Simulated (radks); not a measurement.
Results of a calculation; reference values are marked as such.
The nuclear charge of the mercury ion Hg2+ is varied continuously with 78 electrons held in [Xe] 4f14 5d10. Code: a radial shooting solver on a logarithmic mesh with Libxc functionals. Model: Dirac Kohn-Sham, PBE, spin-unpolarised, spherical densities, finite nucleus; Fermi nuclear charge, rms radius 5.4648 fm. By the Hellmann-Feynman theorem dE/dZ = E(electron-nucleus)/Z, the electronic potential at the nucleus (averaged over a nucleus of fixed radius).

| Z | E (hartree) | E(electron-nucleus)/Z (hartree) | HOMO | e(HOMO) (eV) | <r> HOMO (bohr) |
|---|---|---|---|---|---|
| 79.5 | -19348.3021 | -612.852 | 5d5/2 | -21.095 | 1.529 |
| 80 | -19656.2698 | -619.023 | 5d5/2 | -28.022 | 1.465 |
| 80.5 | -19967.3293 | -625.220 | 5d5/2 | -35.463 | 1.409 |
| 81 | -20281.4939 | -631.444 | 5d5/2 | -43.381 | 1.360 |

The central difference of E at Z = 80 is -619.027 hartree, to compare with the third column; the second derivative is -12.4 hartree.
